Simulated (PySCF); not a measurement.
Al(Et)(OH)(NH2) (C2H8AlNO), SMILES C[CH2][Al]([NH2])[OH]. Atoms are numbered in the order given.

```xyz
13

Al    -0.0886     0.0374     0.5327
C      0.1827    -0.9669    -1.1208
C      0.3679    -0.1125    -2.3765
H     -0.6967    -1.6270    -1.2445
H      1.0358    -1.6569    -0.9899
H      1.2744     0.5116    -2.3156
H     -0.4781     0.5763    -2.5262
H      0.4595    -0.7242    -3.2898
O     -0.9541     1.5070     0.4221
H     -1.1723     2.1115     1.1311
N      0.5168    -0.5393     2.0996
H      0.3914    -0.0897     2.9991
H      1.0495    -1.3934     2.2204
```

Geometry optimised at PBE0-D3(BJ)/def2-SVP. The structure was generated by enumeration; whether it is a known compound was not checked. The values are those of a single conformer.

Two levels are set side by side: PBE/pcSseg-1 (PySCF) and PBE0/pcSseg-1 (PySCF). GIAO shifts against H2O (¹⁷O), NH3 (¹⁵N), TMS (¹H), TMS (¹³C) at the same level; non-relativistic, no solvent, atoms listed together averaged. Differences are taken from unrounded values.

```csv
quantity,PBE0,PBE,PBE minus PBE0
δ(¹³C) of C2 (ppm),-2.1,-0.7,1.4
δ(¹³C) of C3 (ppm),12.3,13.1,0.8
δ(¹⁷O) of O9 (ppm),22.8,31.0,8.1
δ(¹H) of H10 (ppm),1.53,1.52,-0.01
δ(¹⁵N) of N11 (ppm),22.5,28.0,5.5
"δ(¹H) of H12, H13 (ppm)",0.58,0.59,0.02
```

Rough cost on one machine, each run with all the roots and properties that it gave: PBE0 against PBE within a factor of 2.
